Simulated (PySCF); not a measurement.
CH₇AlAsN.
Atom-mapped SMILES: `[H][As+:4]([H])([H])[AlH2-:3][N:2]=[CH2:1]` (hydrogens: H5, H6 on C1; H7, H8 on Al3; H9, H10, H11 on As4)

A GFN2-xTB structure was refined with PySCF 2.14.0, PBE0-D3(BJ)/def2-SVP geometry optimisation, gas phase. Its GFN2-xTB values:

```tsv
coordinate	GFN2-xTB
C1=N2	1.265 Å
C1–H5	1.074 Å
C1–H6	1.112 Å
N2–Al3	1.782 Å
Al3–As4	2.580 Å
Al3–H7	1.558 Å
Al3–H8	1.549 Å
As4–H9	1.526 Å
As4–H10	1.513 Å
Al3–As4–H9	169.9°
Al3–As4–H10	101.5°
Al3–As4–H11	87.5°
As4–Al3–H7	92.2°
H7–Al3–H8	117.4°
H9–As4–H10	88.4°
H9–As4–H11	90.2°
H10–As4–H11	89.9°
```

Question: How do these coordinates change at the PBE0-D3(BJ)/def2-SVP level?

Answer: 
```tsv
coordinate	PBE0-D3(BJ)/def2-SVP (Å or °)	change
Al3–As4	2.717	+0.137
Al3–H8	1.591	+0.042
C1–H5	1.116	+0.042
Al3–H7	1.591	+0.033
C1=N2	1.246	-0.019
As4–H9	1.513	-0.013
As4–H10	1.520	+0.007
C1–H6	1.115	+0.003
N2–Al3	1.784	+0.002
Al3–As4–H9	111.8	-58.1
Al3–As4–H10	136.7	+35.2
Al3–As4–H11	111.4	+23.9
H9–As4–H10	96.5	+8.1
H10–As4–H11	96.4	+6.5
H7–Al3–H8	123.9	+6.5
As4–Al3–H7	98.5	+6.3
H9–As4–H11	96.3	+6.1
```

The energy falls by 78.7 kJ/mol over 19 energy and gradient evaluations, the largest force component goes from 0.0373 to 3.2e-04 Eh/bohr, and the atoms move by 0.757 Å rms after alignment. The bond that changes most is Al3–As4 (ends: aluminium bonded to As, N and 2 H; arsenic bonded to Al and 3 H), which lengthens by 0.137 Å. Bonds longer at the end by more than 0.005 Å: 6 of 10; shorter: 2. Among the dihedrals that turn most is H7–Al3–As4–H10, from -32° to -60°. Rotational constants go from 6284, 1501, 1256 to 5652, 1518, 1235 MHz.

The run used 113 basis functions and 141 SCF cycles in all.

PBE0-D3(BJ)/def2-SVP frequencies: not computed here. One conformer, not necessarily the lowest.
